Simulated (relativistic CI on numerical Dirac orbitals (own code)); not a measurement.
## One change at a time: Os³⁴⁺

Base calculation: Dirac-Coulomb-Breit CI, separate exchange-only KLI orbitals for each configuration, model QED, unscaled Slater integrals.

Configurations in the expansion (outside the closed core [Ar] 3d10): 4s2.4p6.4d6, 4s2.4p6.4d5.4f, 4s2.4p5.4d7, 4s.4p6.4d7, 4s2.4p5.4d6.4f, 4s.4p6.4d6.4f, 4s2.4p6.4d5.5s, 4s2.4p6.4d4.4f.5s, 4s2.4p6.4d5.5d, 4s2.4p6.4d5.6s, 4s.4p6.4d6.5s, 4p6.4d8, 4p5.4d9, 4p5.4d8.4f, 4s2.4p6.4d4.5s2, 4s2.4p6.4d3.4f.5s2, 4s2.4p5.4d4.4f.5s2, 4s.4p6.4d4.4f.5s2. Double excitations out of closed p, d and f shells are left out; levels of such configurations are missing from the list, as are those of other unlisted configurations, and high levels can miss mixing partners.

Variants: (1) P86 correlation estimate; (2) Breit term removed; (3) only the first configuration. Shifts of the energy above 4s2.4p6.4d6 3F_4, in cm⁻¹, for the lowest level and the first level of each name with at least 55 % of one term (blank where a level changes its place among those of its configuration and J or its character, or is not in the variant):

| Level | Base | Δ(1) | Δ(2) | Δ(3) |
| --- | --- | --- | --- | --- |
| 4s2.4p6.4d6 3F_4 | 0 | 0 | 0 | 0 |
| 4s2.4p6.4d6 5D_3 | 133851 | 0 | +2996 | +197 |
| 4s2.4p6.4d6 3G_5 | 169839 | +1 | +3900 | +2611 |
| 4s2.4p6.4d6 3H_6 | 169915 | +1 | +4535 | +3912 |
| 4s2.4p6.4d6 3P_1 | 242873 | 0 | +2519 | -1120 |
| 4s2.4p6.4d6 5D_0 | 308568 | -3 | +5374 | -3888 |
| 4s2.4p6.4d6 3H_5 | 329455 | 0 | +7281 | +2231 |
| 4s2.4p6.4d6 1I_6 | 342189 | 0 | +7983 | +3648 |
| 4s2.4p6.4d6 1D_2 | 493758 | -2 | +5744 | -3806 |
| 4s2.4p6.4d6 1S_0 | 548081 | -3 | +5968 | -6512 |
| 4s2.4p5.4d7 5G°_6 | 1508057 | +1452 | +8006 |  |
| 4s2.4p5.4d7 3P°_0 | 1543811 | +1443 | +6446 |  |
| 4s2.4p5.4d7 5G°_5 | 1665910 | +1415 | +10617 |  |

At this charge energies of transitions that change n are usually good to better than 1 %, and those within a shell (Δn = 0) to a few per cent. Terms inside the open d or f shell come out 10 to 20 % too wide with unscaled integrals.

Ionisation energy from the two ground configurations alone: base 1474.12 eV; P86 correlation estimate 1476.21 eV; Breit term removed 1474.66 eV. The NIST ASD value (theoretical) is 1474 eV.

LS names give the leading component of a level, which can be under half, so a name can repeat, a term be missing and a line seem to break the LS rules.
